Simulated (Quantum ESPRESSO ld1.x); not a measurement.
The numbers below are computed, except where a source is named.
Cd II, configuration [Kr] 4d9 5s1 5d1 (not the ground configuration).

Level of theory: scalar-relativistic Kohn-Sham, LDA (Slater exchange, Perdew-Wang correlation), spin-polarised, spherical densities, point nucleus; open shells are filled with parallel spins first (ld1.x of Quantum ESPRESSO 7.5).

Energy parts (eV):
part                      energy
total                 -152070.71
kinetic                158203.29
electron-nucleus      -366987.13
Hartree                 60755.36
exchange-correlation    -4042.23

Orbitals (lengths in bohr, moments of r in powers of bohr; <r^-3> diverges for s and p1/2; r(max) is where P^2 peaks):
orbital	occ.	eigenvalue (eV)	<1/r>	<r^-3>	r(max)	<r>
1s up	1	-26512.3	50.59	-	0.020	0.03043
1s down	1	-26512.3	50.59	-	0.020	0.03043
2s up	1	-3953.23	11.51	-	0.112	0.1318
2s down	1	-3952.99	11.51	-	0.112	0.1318
2p up	3	-3551.40	11.11	4063	0.089	0.1149
2p down	3	-3551.20	11.11	4064	0.089	0.1149
3s up	1	-751.670	4.056	-	0.324	0.3590
3s down	1	-751.485	4.056	-	0.324	0.3589
3p up	3	-619.865	3.866	735.1	0.316	0.3576
3p down	3	-619.666	3.866	735.1	0.316	0.3575
3d up	5	-412.971	3.641	100.8	0.265	0.3349
3d down	5	-412.723	3.641	100.8	0.265	0.3349
4s up	1	-124.612	1.582	-	0.794	0.8758
4s down	1	-123.764	1.583	-	0.794	0.8752
4p up	3	-85.5779	1.428	128.0	0.846	0.9536
4p down	3	-84.6993	1.430	128.2	0.839	0.9526
4d up	5	-29.5714	1.097	11.17	0.969	1.221
4d down	4	-28.5811	1.101	11.26	0.969	1.216
5s up	1	-18.6342	0.5303	-	2.11	2.428
5s down	0	-17.2568	0.5309	-	2.11	2.431
5d up	1	-4.6059	0.2442	0.4997	4.40	5.123
5d down	0	-3.7426	0.2217	0.3751	4.72	5.614

The highest occupied level is 5d up at -4.606 eV. The configuration is held as typed, so some empty levels lie below it. The density falls to 0.001 e/bohr^3 at r = 4.58 bohr.
